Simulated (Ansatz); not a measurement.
System: BaCl2 (charge 0, singlet). SMILES: [Cl][Ba][Cl]
Geometry: optimised at B3LYP-D3(BJ)/def2-TZVP (Ansatz, an electronic-structure program).

Quantity: vertical electron affinity (to the doublet state of charge -1; a negative value means that the extra electron is unbound and the number depends on the basis; each state is the SCF solution reached for its spin), in eV. Correlated levels leave the core frozen unless marked. Open shells are spin-unrestricted. No spin-orbit coupling. The frozen core is the preceding noble-gas configuration, with the filled d and f shells of earlier blocks. The outer core of K, Ca and their heavier congeners is not correlated, a term that matters for these elements. Past Kr the def2 sets carry scalar-relativistic core potentials. Anions need diffuse functions: def2-D sets add few. Basis-set limits of correlation are two-point, X^-3; Hartree-Fock from the larger set. [CCSD(T)-MP2]/basis is that difference in the basis named.

```csv
level,program,vertical electron affinity (eV)
r2SCAN/def2-TZVPD,Ansatz,0.87
PBE0/def2-TZVPD,Ansatz,0.92
wB97M-V/def2-TZVPD,Ansatz,0.73
"RI-MP2/CBS(def2-TZVPPD,def2-QZVPPD)",Ansatz,0.72
CCSD/def2-TZVPPD,Ansatz,0.73
"RI-MP2/CBS(def2-TZVPPD,def2-QZVPPD)+[CCSD(T)-MP2]/def2-SVPD",Ansatz,0.75
```
